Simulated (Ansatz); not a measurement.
A structure relaxed at r2SCAN-D4/def2-SVP in Ansatz, charge 0, singlet:

Cartesian coordinates in Å:
```
B 0.256 0.521 -0.271
O -0.687 -0.818 0.103
H -1.024 -0.657 1.005
H -0.066 -1.570 0.155
Cl -0.412 1.175 -1.803
Cl 1.924 -0.221 -0.396
Cl 0.009 1.572 1.206
```

Problem. Give its formula, name or SMILES and point group.

Solution. B(H2O)Cl3 (BCl₃OH₂). Point group Cs (tolerance 0.1 Å).

Problem. Summarise the bond lengths by kind (pairs closer than 1.2 times the sum of covalent radii, bridged metal pairs left out).

Solution. 3 × B–Cl 1.79 to 1.83 Å; 1 × B–O 1.68 Å; 2 × H–O 0.98 Å.
